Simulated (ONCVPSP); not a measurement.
**An all-electron radial function and its pseudo partner (fluorine (F))**

Columns: radius, all-electron u(r) and pseudo u(r) of the 2p shell (level -11.22 eV) of fluorine in the configuration [He] 2s1.75 2p5.25; PBE, scalar-relativistic, ONCV scheme, ONCVPSP 4.0.1.

| r (bohr) | all-electron | pseudo |
| --- | --- | --- |
| 0.085 | 0.1068 | 0.0332 |
| 0.170 | 0.3030 | 0.1274 |
| 0.255 | 0.4955 | 0.2683 |
| 0.340 | 0.6526 | 0.4352 |
| 0.425 | 0.7681 | 0.6052 |
| 0.510 | 0.8449 | 0.7573 |
| 0.595 | 0.8884 | 0.8756 |
| 0.680 | 0.9055 | 0.9519 |
| 0.765 | 0.9025 | 0.9850 |
| 0.850 | 0.8851 | 0.9806 |
| 0.935 | 0.8577 | 0.9476 |
| 1.020 | 0.8237 | 0.8969 |
| 1.105 | 0.7856 | 0.8379 |
| 1.190 | 0.7452 | 0.7780 |
| 1.275 | 0.7040 | 0.7217 |
| 1.360 | 0.6628 | 0.6707 |
| 1.445 | 0.6224 | 0.6251 |
| 1.530 | 0.5832 | 0.5838 |
| 1.615 | 0.5456 | 0.5456 |
| 1.700 | 0.5096 | 0.5096 |
| 1.785 | 0.4755 | 0.4755 |
| 1.870 | 0.4433 | 0.4433 |
| 1.955 | 0.4129 | 0.4129 |
| 2.040 | 0.3844 | 0.3844 |
| 2.125 | 0.3576 | 0.3576 |
| 2.210 | 0.3326 | 0.3326 |

Q: How many radial nodes do the two functions have?

A: The all-electron 2p function has n − l − 1 = 0; the pseudo-wave has 0.

Q: At about which radius was the pseudo-wave matched?

A: 1.70 bohr, where the columns begin to agree (steps of 0.09 bohr).

Q: Is the pseudo-wave norm-conserving?

A: Yes: the ONCV scheme keeps the norm inside the radius equal to the all-electron one, which fixes the energy derivative of the logarithmic derivative at the level.
